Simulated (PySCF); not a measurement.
**How the method changes the constants of InPb⁺**

State: ³Π (triplet), unpaired electrons σ ↑, π ↑. Set-up: basis In def2-SVP with ECP28, Pb def2-SVP with ECP60; scalar-relativistic core potentials; PySCF 2.14. De refers to In⁺ + Pb in their high-spin ground configurations, without counterpoise correction. The functionals are run spin-unrestricted. A positive dipole points towards Pb; it is taken about the centre of mass and depends on that origin.

```tsv
Level	Re (Å)	ωe (cm⁻¹)	De (eV)	μ (D)
UHF	3.496	62.9	n/a	-4.55
UHF-MP2	3.350	72.0	n/a	n/a
UHF-SCS-MP2	3.391	68.8	n/a	n/a
UHF-CCSD	3.367	72.4	n/a	n/a
UHF-CCSD(T)	3.348	74.1	n/a	n/a
PBE	3.337	72.9	n/a	-2.93
PW91	3.328	73.4	n/a	-2.89
r²SCAN	3.294	76.2	n/a	-3.02
B3LYP	3.380	69.3	n/a	-3.32
PBE0	3.307	75.1	n/a	-3.23
B2PLYP	3.351	72.0	n/a	-3.66
```

The bond length runs from 3.294 Å (r²SCAN) to 3.496 Å (UHF).

Correlated steps freeze 8 core orbitals. Spin–orbit coupling is left out, which matters for elements this heavy, above all for dissociation energies. B2PLYP dipoles, levels and charges come from its SCF part alone. The state is the lowest determinant that a PBE0 search found; another state may lie lower at other levels.
